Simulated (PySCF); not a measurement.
**Zn⁺: excitation energy**

Zn⁺ [Ar] 3d10 4s1 (2S) → Zn⁺ [Ar] 3d9 4s1 4p1 (high-spin determinant), as a difference of total energies. All numbers are calculated (PySCF 2.14, a scalar-relativistic core potential, in aug-cc-pwCVTZ-PP with ECP10MDF (8s8p7d4f3g, 122 functions)). Correlated levels: valence: 3s2 3p6 frozen; valence and next inner shell: nothing frozen outside the core potential. The calculations carry no spin-orbit coupling.

```tsv
method	excitation energy (eV)
UHF	10.589
LDA	13.963
PBE	13.319
PBE0	12.859
r2SCAN	12.564
wB97X-V	13.076
HSE06	12.861
M06-2X	13.416
MP2 (valence)	13.536
SCS-MP2 (valence)	13.302
MP2 (valence and next inner shell)	13.905
SCS-MP2 (valence and next inner shell)	13.581
```

Problem. How much does correlation contribute at MP2 (valence and next inner shell)?

Solution. 13.905 − (10.589) = 3.316 eV, measured against UHF.

The determinant of the upper state mixes LS terms, which raises its energy above the lowest term, most at the Hartree-Fock and MP2 levels.
